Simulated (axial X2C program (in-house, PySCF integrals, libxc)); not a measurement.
CoSi⁺: from the spin-free to the two-component result

All values were computed with an in-house relativistic program for diatomic molecules. Spin-free means the one-electron spin-free X2C Hamiltonian; two-component (2c) means X2C with spin–orbit coupling and atomic mean-field two-electron Coulomb and Gaunt terms, so the difference of the two also holds small scalar two-electron terms. Basis: Co dyall-cv3z [9s10p6d3f2g], Si dyall-v3z [8s7p2d1f] (cores contracted in-house); Gaussian nuclei, density fitting, unrestricted open shells. Masses: Co 58.933 u, Si 27.977 u.

Spin-free state: M_S = 1, Λ = 2 (beyond evenly filled blocks: σα, δ+α, δ+β, δ-α); fragments Co+ + Si.

| level | Re (Å) | ωe (cm⁻¹) | De (eV) | μ (D) |
| --- | --- | --- | --- | --- |
| PBE0 | 2.209 | 375.1 | 2.987 | 0.39 |
| B97-3 | 2.238 | 358.5 | 2.947 | 0.52 |

Dipoles are positive if Si is the positive end and refer to the centre of mass.

Two-component determinant lowest at the distance of the search:

Ω = 3 (⟨Sz⟩ = 1.00, ⟨Lz⟩ = 2.00 at PBE0); fragments Co+ + Si.

| level | Re (Å) | ωe (cm⁻¹) | μ (D) |
| --- | --- | --- | --- |
| PBE0 | 2.209 | 374.5 | 0.38 |
| B97-3 | 2.238 | 358.0 | 0.52 |

Question: From the two tables, how do the constants change at the PBE0 level (2c against spin-free)?

Answer: At the PBE0 level Re is unchanged within 0.001 Å and ωe drops by 0.6 cm⁻¹.

Occupations by symmetry block were frozen at the best pattern of an incomplete PBE0 search. Dissociation energies refer to the lowest single-determinant-based atoms at the same level and basis. De is not given where an atomic determinant may have missed its ground term or J level, or where the truncated virtual space spoils (T). Density functionals use the spin component along the axis (collinear). The functionals have no current-density term, which raises determinants with orbital currents, atoms included. With several unpaired electrons one determinant need not be a pure state. The determinant is spin-polarised beyond a pure state at some levels (its spin-free form has ⟨S²⟩ too high), which makes Re and μ there less reliable.
